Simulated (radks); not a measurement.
Values are calculated unless marked as measured or tabulated.
Task: Radial electron density D(r) = 4 pi r^2 rho(r) of an atom or ion with 30 electrons. Level of theory: scalar-relativistic Kohn-Sham, r2SCAN, spin-polarised, spherical densities, finite nucleus; meta-GGA in the generalised Kohn-Sham scheme; Fermi nuclear charge, rms radius of each element as measured or else 0.836 A^(1/3) + 0.57 fm (a radial shooting solver on a logarithmic mesh with Libxc functionals).

```
   r/bohr * D(r) (the largest magnitude, 44, reaches the edge; | marks zero)
 0.001859 |*
 0.002113 |*
 0.002421 | *
 0.002774 | *
 0.003153 |  *
 0.003612 |   *
 0.004138 |    *
 0.004741 |     *
 0.005388 |      *
 0.006173 |        *
 0.007073 |          *
 0.008039 |             *
  0.00921 |                *
  0.01055 |                   *
  0.01199 |                      *
  0.01374 |                          *
  0.01574 |                               *
  0.01803 |                                   *
   0.0205 |                                       *
  0.02348 |                                          *
   0.0269 |                                             *
  0.03058 |                                              *
  0.03503 |                                               *
  0.04014 |                                              *
  0.04562 |                                            *
  0.05226 |                                         *
  0.05987 |                                       *
   0.0686 |                                     *
  0.07796 |                                     *
  0.08932 |                                        *
   0.1023 |                                            *
   0.1163 |                                                *
   0.1333 |                                                    *
   0.1527 |                                                      *
   0.1735 |                                                     *
   0.1988 |                                               *
   0.2278 |                                        *
   0.2609 |                                *
   0.2966 |                           *
   0.3398 |                         *
   0.3893 |                           *
   0.4424 |                              *
   0.5069 |                                *
   0.5807 |                                *
     0.66 |                             *
   0.7562 |                        *
   0.8663 |                  *
   0.9925 |            *
    1.128 |        *
    1.292 |     *
    1.481 |   *
    1.683 |  *
    1.928 | *
    2.209 | *
    2.511 |*
    2.876 |*
    3.295 *
    3.775 *
    4.291 *
    4.916 *
    5.632 *
    6.401 *
    7.334 *
```

What is the nuclear charge?

Result: Z = 31. The innermost maximum, from 1s, lies near gamma/Z bohr with gamma = sqrt(1 - (Z/c)^2) = 0.974, here 0.0314 bohr (found: 0.0339), and its height grows with Z. The density is that of the gallium ion Ga+ in [Ar] 3d10 4s2; the configuration itself is not fixed sharply by these data, and Z only to about a unit. D(r) has 3 maxima, at r = 0.0339, 0.154, 0.545 bohr, and minima at 0.0720, 0.342 bohr, inside which lie 2.08, 10.94 electrons.
